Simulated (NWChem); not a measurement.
System: CH4GeO, singlet; SMILES [CH3][Ge][OH]

NWChem input:

```
start job
memory heap 200 mb stack 700 mb global 900 mb
geometry units angstroms noautosym nocenter noautoz
  Ge     0.411075     0.111846     0.000062
  C     -0.650298    -1.590949     0.000928
  H     -0.414631    -2.173324    -0.899870
  H     -1.723884    -1.383762     0.030915
  H     -0.369113    -2.206382     0.865596
  O     -1.046869     1.198566     0.000172
  H     -0.757388     2.125590    -0.002549
end
basis spherical
  Ge library pcsseg-1
  C library pcsseg-1
  H library pcsseg-1
  O library pcsseg-1
end
dft
  xc bhlyp
  iterations 150
end
property
  shielding
  efieldgrad
end
task dft property
```

NWChem printed, in part:

```
             Northwest Computational Chemistry Package (NWChem) 7.3.0
             --------------------------------------------------------

                             Geometry "geometry" -> ""
                             -------------------------

 Output coordinates in angstroms (scale by  1.889725989 to convert to a.u.)

  No.       Tag          Charge          X              Y              Z
 ---- ---------------- ---------- -------------- -------------- --------------
    1 Ge                  32.0000     0.41107500     0.11184600     0.00006200
    2 C                    6.0000    -0.65029800    -1.59094900     0.00092800
    3 H                    1.0000    -0.41463100    -2.17332400    -0.89987000
    4 H                    1.0000    -1.72388400    -1.38376200     0.03091500
    5 H                    1.0000    -0.36911300    -2.20638200     0.86559600
    6 O                    8.0000    -1.04686900     1.19856600     0.00017200
    7 H                    1.0000    -0.75738800     2.12559000    -0.00254900

 Effective nuclear repulsion energy (a.u.)     180.1185482505

                              NWChem Property Module
                              ----------------------

  itol2e modified to match energy
  convergence criterion.

                                 NWChem DFT Module
                                 -----------------

 Summary of "ao basis" -> "ao basis" (spherical)
 ------------------------------------------------------------------------------
       Tag                 Description            Shells   Functions and Types
 ---------------- ------------------------------  ------  ---------------------
 Ge                         pcsseg-1                15       41   5s7p3d
 C                          pcsseg-1                 7       17   3s3p1d
 H                          pcsseg-1                 3        5   2s1p
 O                          pcsseg-1                 7       17   3s3p1d

  itol2e modified to match energy
  convergence criterion.

            General Information
            -------------------
          SCF calculation type: DFT
          Wavefunction type:  closed shell.
          No. of atoms     :     7
          No. of electrons :    50
           Alpha electrons :    25
            Beta electrons :    25
          Charge           :     0
          Spin multiplicity:     1
          Use of symmetry is: off; symmetry adaption is: off
          Maximum number of iterations: 150
          AO basis - number of functions:    95
                     number of shells:    41
          Convergence on energy requested:  1.00D-07
          Convergence on density requested:  1.00D-05
          Convergence on gradient requested:  5.00D-04

              XC Information
              --------------
                        BHLYP Method XC Functional
                     Hartree-Fock (Exact) Exchange  0.500
                        Slater Exchange Functional  0.500 local
                    Becke 1988 Exchange Functional  0.500 non-local
              Lee-Yang-Parr Correlation Functional  1.000

             Grid Information
             ----------------
          Grid used for XC integration:  fine
          Radial quadrature: Mura-Knowles
          Angular quadrature: Lebedev.
          Tag              B.-S. Rad. Rad. Pts. Rad. Cut. Ang. Pts.
          ---              ---------- --------- --------- ---------
          Ge                  1.25      140           9.0       974
          C                   0.70       70          11.0       590
          H                   0.35       60          12.0       590
          O                   0.60       70          10.0       590
          Grid pruning is: on
          Number of quadrature shells:   520
          Spatial weights used:  Erf1

      Superposition of Atomic Density Guess
      -------------------------------------

 Sum of atomic energies:       -2189.45491940

      Non-variational initial energy
      ------------------------------

[...]

          -----------------------------------------
          Chemical Shielding Tensors (GIAO, in ppm)
          -----------------------------------------

                                NWChem CPHF Module
                                ------------------

  scftype          =     RHF
  nclosed          =       25
  nopen            =        0
  variables        =     1750
  # of vectors     =        3
  tolerance        = 0.10D-03
  level shift      = 0.00D+00
  max iterations   =       50
  max subspace     =       30

 SCF residual:    1.3129068905518219E-004

Iterative solution of linear equations
  No. of variables     1750
  No. of equations        3
  Maximum subspace       30
        Iterations       50
       Convergence  1.0D-04

   iter   nsub   residual    time
   ----  ------  --------  ---------
     1      3    1.58D+00      94.2
     2      6    2.16D-01     109.2
     3      9    1.49D-02     123.4
     4     12    1.20D-03     136.8
     5     15    1.23D-04     150.8
     6     18    1.84D-05     165.1

      Atom:    1  Ge
        Diamagnetic
   2753.7593      0.0742      0.0003
      0.0742   2756.8267     -0.0038
      0.0003     -0.0038   2748.6157

        Paramagnetic
  -2191.0832   1104.0874     -0.7099
   1104.0874  -3399.3409      1.1868
     -0.7099      1.1868  -1649.1382

        Total Shielding Tensor
    562.6760   1104.1617     -0.7096
   1104.1617   -642.5142      1.1830
     -0.7096      1.1830   1099.4775

           isotropic =     339.8798
          anisotropy =   -2456.5384

          Principal Components and Axis System
                 1           2           3
            -1297.8125   1217.9735   1099.4783

      1        -0.5104      0.8600     -0.0002
      2         0.8600      0.5104      0.0005
      3        -0.0006     -0.0001      1.0000

      Atom:    2  C
        Diamagnetic
    249.7568      4.9647      0.0130
      4.9647    258.0803     -0.0508
      0.0130     -0.0508    247.1449

        Paramagnetic
   -113.5860     47.8776     -0.0931
     47.8776   -109.5500     -0.3491
     -0.0931     -0.3491    -94.6437

        Total Shielding Tensor
    136.1708     52.8423     -0.0801
     52.8423    148.5303     -0.3998
     -0.0801     -0.3998    152.5012

           isotropic =     145.7341
          anisotropy =      74.7326

          Principal Components and Axis System
                 1           2           3
              195.5559    152.4990     89.1474

      1         0.6647      0.0079      0.7470
      2         0.7470      0.0039     -0.6648
      3        -0.0082      1.0000     -0.0033

      Atom:    3  H
        Diamagnetic
     24.3235     -0.0039     -1.5668
     -0.0039     33.2701      7.9017
     -1.5668      7.9017     33.0518

        Paramagnetic
      4.6306     -0.3842      2.0846
     -0.3842     -2.0452     -4.4801
      2.0846     -4.4801     -0.5798

        Total Shielding Tensor
     28.9542     -0.3881      0.5178
     -0.3881     31.2249      3.4216
      0.5178      3.4216     32.4720

           isotropic =      30.8837
          anisotropy =       6.6693

          Principal Components and Axis System
                 1           2           3
               35.3299     29.3538     27.9674

      1         0.0236      0.8419      0.5391
      2         0.6388     -0.4275      0.6397
      3         0.7690      0.3293     -0.5479

      Atom:    4  H
        Diamagnetic
     39.5208      1.1614     -0.4314
      1.1614     27.7584     -0.0096
     -0.4314     -0.0096     22.1398

        Paramagnetic
     -5.8516      0.8823      0.2286
      0.8823      1.4578     -0.0689
      0.2286     -0.0689      4.3029

        Total Shielding Tensor
     33.6693      2.0436     -0.2028
      2.0436     29.2162     -0.0786
     -0.2028     -0.0786     26.4427

           isotropic =      29.7761
          anisotropy =       7.0422

          Principal Components and Axis System
                 1           2           3
               34.4709     28.4205     26.4368

      1         0.9315     -0.3628      0.0253
      2         0.3627      0.9319      0.0096
      3        -0.0271      0.0002      0.9996

      Atom:    5  H
        Diamagnetic
     24.5468     -0.4872      1.9797
     -0.4872     33.8168     -7.9122
      1.9797     -7.9122     32.3534

        Paramagnetic
      4.3753      0.0386     -2.3020
      0.0386     -2.5368      4.5276
     -2.3020      4.5276     -0.2197

        Total Shielding Tensor
     28.9222     -0.4486     -0.3223
     -0.4486     31.2800     -3.3846
     -0.3223     -3.3846     32.1338

           isotropic =      30.7786
          anisotropy =       6.5102

          Principal Components and Axis System
                 1           2           3
               35.1187     29.2411     27.9761

      1         0.0089      0.8645      0.5025
      2        -0.6619     -0.3715      0.6510
      3         0.7495     -0.3384      0.5689

      Atom:    6  O
        Diamagnetic
    391.8944     -5.8667     -0.0204
     -5.8667    410.2483     -0.0568
     -0.0204     -0.0568    379.5012

        Paramagnetic
   -272.0548   -106.6141      0.3002
   -106.6141   -774.1238      0.5651
      0.3002      0.5651    -88.7775

        Total Shielding Tensor
    119.8395   -112.4808      0.2799
   -112.4808   -363.8755      0.5083
      0.2799      0.5083    290.7236

           isotropic =      15.5626
          anisotropy =    -606.4724

          Principal Components and Axis System
                 1           2           3
             -388.7524    290.7243    144.7158

      1         0.2159      0.0013      0.9764
      2         0.9764      0.0006     -0.2159
      3        -0.0008      1.0000     -0.0011

      Atom:    7  H
        Diamagnetic
     24.8340      1.5735     -0.0121
      1.5735     47.9375     -0.0622
     -0.0121     -0.0622     21.7249

[...]
```

Level: BHandHLYP/pcSseg-1, GIAO. Low-valent species are run as closed-shell singlets; no triplet was tried in these runs. All runs use the structure optimised with B3LYP/6-31G* (spherical d). NWChem prints the field gradient with the sign opposite to the second derivative of the potential. The printed shielding anisotropy is the first printed principal value minus the mean of the other two.
